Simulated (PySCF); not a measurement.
Si⁺: ionisation energy

Si⁺ [Ne] 3s2 3p1 (2P) → Si²⁺ [Ne] 3s2 (1S), as a difference of total energies. Calculation: PySCF 2.14, in cc-pV(T+d)Z (5s4p3d1f, 39 functions); no relativity, point nucleus. Correlated levels: valence: [Ne] frozen. The calculations carry no spin-orbit coupling.

```
           method  ionisation energy (eV)
              UHF                  15.823
              PBE                  16.392
            M06-L                  16.195
    MP2 (valence)                  16.086
SCS-MP2 (valence)                  16.075
   CCSD (valence)                  16.203
CCSD(T) (valence)                  16.233
```

Task: How much does correlation contribute at CCSD(T) (valence)?

Result: 16.233 − (15.823) = 0.410 eV, measured against UHF.

Errors of the correlated levels include the incompleteness of this basis and the frozen core.

For comparison: 16.322 eV (measured; NIST levels, between the centres of gravity of the two terms).
